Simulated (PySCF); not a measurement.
## Bonding in `OB(O)[SiH2]c1ccccn1`

C₅H₈BNO₂Si.
SMILES with atom numbers: `[OH:1][B:2]([OH:3])[SiH2:4][c:5]1[cH:6][cH:7][cH:8][cH:9][n:10]1` (hydrogens: H11 on O1; H12 on O3; H13, H14 on Si4; H15 on C6; H16 on C7; H17 on C8; H18 on C9)

Geometry (PBE0-D3(BJ)/def2-SVP, Å), atoms numbered from 1 in this order:
```
atom  x, y, z in Å
O1     2.4319   -0.6859    0.9709
B2     2.6455   -0.3531   -0.3315
O3     3.8215    0.1379   -0.8089
Si4    1.0978   -0.6379   -1.6157
C5    -0.5020   -0.0835   -0.7609
C6    -1.7009   -0.8076   -0.7714
C7    -2.8113   -0.2941   -0.1047
C8    -2.6909    0.9281    0.5492
C9    -1.4580    1.5817    0.5039
N10   -0.3945    1.0966   -0.1261
H11    3.1712   -0.5092    1.5653
H12    4.5138    0.2535   -0.1466
H13    0.9529   -2.0801   -2.0096
H14    1.2666    0.1456   -2.8808
H15   -1.7587   -1.7643   -1.2962
H16   -3.7578   -0.8414   -0.0949
H17   -3.5321    1.3707    1.0873
H18   -1.3287    2.5471    1.0077
```

Bond orders from the PBE0/pcSseg-1 density (PySCF). Isolated species at its PBE0-D3(BJ)/def2-SVP geometry (one conformer only).

(1) How far do the computed orders between heavy atoms stray from the drawn ones?

(2) Set the Mayer orders of the bonds between heavy atoms beside their lengths.

Answers

(1) The largest departure is 0.220, at B2–O3 (drawn single, 1.220) and O1–B2 (drawn single, 1.219), counting aromatic bonds as 1.5. Drawn single, order above 1.12: O1–B2 (1.219) and B2–O3 (1.220). Drawn single, order below 0.88: B2–Si4 (0.877) and Si4–C5 (0.852). The bonds drawn aromatic range from 1.37 to 1.51.

(2) 
```
  bond  drawn as  length (Å)  Mayer order
 O1–B2    single       1.361        1.219
 B2–O3    single       1.361        1.220
B2–Si4    single       2.031        0.877
Si4–C5    single       1.897        0.852
 C5–C6  aromatic       1.401        1.367
 C6–C7  aromatic       1.393        1.430
 C7–C8  aromatic       1.391        1.426
 C8–C9  aromatic       1.396        1.385
C9–N10  aromatic       1.328        1.509
N10–C5  aromatic       1.344        1.372
```

By pair of heavy elements: B–O: all 2 within 0.02 of one another (1.219 to 1.220). C–C: lowest C5–C6 (1.367, 1.401 Å), highest C6–C7 (1.430, 1.393 Å). C–N: lowest N10–C5 (1.372, 1.344 Å), highest C9–N10 (1.509, 1.328 Å).

And the bonds to hydrogen?

H–O: 0.92 (2 bonds); H–Si: 0.95 to 0.96 (2 bonds); C–H: 0.96 to 0.97 (4 bonds).

Sum the orders of all bonds at each heavy atom with more than one neighbour and set the sums beside the valence in the SMILES.

O1 2.141 (drawn 2), B2 3.316 (drawn 3), O3 2.140 (drawn 2), Si4 3.637 (drawn 4), C5 3.591 (drawn 4), C6 3.759 (drawn 4), C7 3.828 (drawn 4), C8 3.774 (drawn 4), C9 3.863 (drawn 4), N10 2.881 (drawn 3). Orders between atoms that aren't bonded are not in these sums.

The Mayer order sums products of elements of PS (density times overlap matrix) between the two atoms' basis functions, so it depends on the basis set.
